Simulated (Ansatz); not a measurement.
Geometry optimisation, RHF/def2-SVP in Ansatz.

input.yaml

```yaml
crystal:
  periodic: [false, false, false]
  atoms:
    - { symbol: Sn, position_ang: [0.0, 0.0, 0.0] }
    - { symbol: C, position_ang: [0.0, 0.0, 2.15] }
    - { symbol: H, position_ang: [-0.9996, -0.3092, 2.5205] }
    - { symbol: H, position_ang: [0.7676, -0.7111, 2.5205] }
    - { symbol: H, position_ang: [0.232, 1.0203, 2.5205] }
    - { symbol: Cl, position_ang: [2.2726, 0.0, -0.8025] }
    - { symbol: H, position_ang: [-0.8195, 1.4198, -0.5794] }
    - { symbol: Cl, position_ang: [-1.1351, -1.9666, -0.8025] }
basis:
  gaussian: { orbitals: def2-SVP }
hamiltonian:
  xc: hf
relax:
  f_tol: 0.02
  max_steps: 40
```

Launched with:

```bash
$ ansatz run input.yaml --threads 1 --pin off --max-ram 2048MiB --backend cpu --events-out ev --progress --plain --runs-dir out
```

Problem. Where does it end, and by what steps?

Solution. The run converged. After 4 steps the energy has fallen by 0.146 eV; H7 moved furthest, 0.15 Å.

```json
{"step": "0", "energy less start (eV)": "0.0000", "largest force component (eV/Å)": "0.912", "accepted": "yes"}
{"step": "1", "energy less start (eV)": "-0.0852", "largest force component (eV/Å)": "0.633", "accepted": "yes"}
{"step": "2", "energy less start (eV)": "-0.1419", "largest force component (eV/Å)": "0.182", "accepted": "yes"}
{"step": "3", "energy less start (eV)": "-0.1454", "largest force component (eV/Å)": "0.045", "accepted": "yes"}
{"step": "4", "energy less start (eV)": "-0.1459", "largest force component (eV/Å)": "0.017", "accepted": "yes"}
```

```xyz
8
Properties=species:S:1:pos:R:3
Sn -0.034 0.060 0.030
C 0.006 -0.010 2.165
H -0.972 -0.309 2.539
H 0.753 -0.732 2.487
H 0.259 0.972 2.562
Cl 2.178 -0.001 -0.766
H -0.800 1.371 -0.725
Cl -1.070 -1.897 -0.764
```

Whether the end is a true minimum wasn't checked by a vibrational analysis.

Time of the run: 21 s on 1 thread of Arm Neoverse V1 (shared host), peak memory 0.2 GiB.
